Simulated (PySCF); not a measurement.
PySCF input (CCSD(T)/cc-pVDZ):

```python
from pyscf import gto, scf, mp, cc as ccmod

mol = gto.M(
    atom='''
    Si   -0.00000000   -0.00000000   -1.12900654
    Si    0.00000000    0.00000000    0.95341659
    H     0.00000000    0.00000000    2.45825928
    ''',
    basis='cc-pvdz',
    charge=-1,
    spin=0,
    verbose=4,
)

mf = scf.RHF(mol)
mf.conv_tol = 1e-10
mf.max_cycle = 100
mf.kernel()
mp2 = mp.MP2(mf, frozen=10).run()
cc = ccmod.CCSD(mf, frozen=10)
cc.max_cycle = 100
cc.kernel()
et = cc.ccsd_t()
print(f'E(CCSD(T)) = {cc.e_tot + et:.9f}')
```

End of the output:

```
Extra cycle  E= -578.351224624054  delta_E= -3.41e-13  |g|= 2.65e-07  |ddm|= 2.41e-06
converged SCF energy = -578.351224624054

******** <class 'pyscf.mp.mp2.RMP2'> ********
nocc = 5, nmo = 31
frozen orbitals 10
E(RMP2) = -578.550804748032  E_corr = -0.199580123977864
E(SCS-RMP2) = -578.55044690916  E_corr = -0.19922228510589
E_corr(same-spin) = -0.0464698426933235
E_corr(oppo-spin) = -0.153110281284541

******** <class 'pyscf.cc.ccsd.CCSD'> ********
CC2 = 0
CCSD nocc = 5, nmo = 31
frozen orbitals 10
max_cycle = 100
direct = 0
conv_tol = 1e-07
conv_tol_normt = 1e-05
diis_space = 6
diis_start_cycle = 0
diis_start_energy_diff = 1e+09
Init t2, MP2 energy = -578.550804749144  E_corr(MP2) -0.199580125089836
Init E_corr(CCSD) = -0.199580125089887
cycle = 1  E_corr(CCSD) = -0.210466933368905  dE = -0.0108868083  norm(t1,t2) = 0.0674339
cycle = 2  E_corr(CCSD) = -0.21971265076642  dE = -0.0092457174  norm(t1,t2) = 0.0291104
cycle = 3  E_corr(CCSD) = -0.221882461862312  dE = -0.0021698111  norm(t1,t2) = 0.0137145
cycle = 4  E_corr(CCSD) = -0.223595027504444  dE = -0.00171256564  norm(t1,t2) = 0.00654646
cycle = 5  E_corr(CCSD) = -0.223506583314922  dE = 8.84441895e-05  norm(t1,t2) = 0.00217038
cycle = 6  E_corr(CCSD) = -0.223451060377789  dE = 5.55229371e-05  norm(t1,t2) = 0.000515884
cycle = 7  E_corr(CCSD) = -0.223480592548944  dE = -2.95321712e-05  norm(t1,t2) = 0.000220209
cycle = 8  E_corr(CCSD) = -0.223481123661698  dE = -5.31112754e-07  norm(t1,t2) = 6.70633e-05
cycle = 9  E_corr(CCSD) = -0.223477812140097  dE = 3.3115216e-06  norm(t1,t2) = 3.05181e-05
cycle = 10  E_corr(CCSD) = -0.223478043056428  dE = -2.30916331e-07  norm(t1,t2) = 1.46418e-05
cycle = 11  E_corr(CCSD) = -0.223478185280338  dE = -1.4222391e-07  norm(t1,t2) = 3.47817e-06
cycle = 12  E_corr(CCSD) = -0.223478324372413  dE = -1.39092075e-07  norm(t1,t2) = 1.08069e-06
cycle = 13  E_corr(CCSD) = -0.223478294668404  dE = 2.97040084e-08  norm(t1,t2) = 5.33535e-07
CCSD converged
E(CCSD) = -578.5747029187228  E_corr = -0.2234782946684045
CCSD(T) correction = -0.0143107586183773
E(CCSD(T)) = -578.589013677
```

It need not be the lowest isomer of its formula. Whether it binds its extra electron was not tested at this geometry.
